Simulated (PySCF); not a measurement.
HgCl2, SMILES [Cl][Hg][Cl]. Atoms are numbered in the order given.

```xyz
3

Hg     0.0000     0.0000     0.0000
Cl     0.0000     0.0000    -2.2848
Cl     0.0000     0.0000     2.2848
```
Charge 0, spin multiplicity 1.

Coordinates come from a B3LYP-D3(BJ)/def2-TZVP optimisation. The isomer is the one that the SMILES or the coordinates give; other isomers of the formula were not compared. The def2 effective core potentials stand for the cores of Hg; spin–orbit coupling is left out.

The numbers are results of PBE/def2-TZVPD (PySCF), not measurements.

Isolated molecule, no solvent.

Estimate the frontier levels, gap, dipole moment and polarisability. (Estimate from the structure and the level; the computed values follow.)


```
Property                                                                                                        Result
---------------------------------------------------------------------------------------------  -----------------------
highest occupied level                                                                                        -7.60 eV
lowest empty level                                                                                            -3.50 eV
orbital gap                                                                                                    4.10 eV
dipole moment                                                                                                   0.00 D
quadrupole, principal values (traceless, Buckingham form, about the centre of nuclear charge)    -8.21, 4.10, 4.10 D·Å
mean static polarisability                                                                        64.6 bohr³ (9.57 Å³)
polarisability, principal values                                                               45.9, 45.9, 101.9 bohr³
```
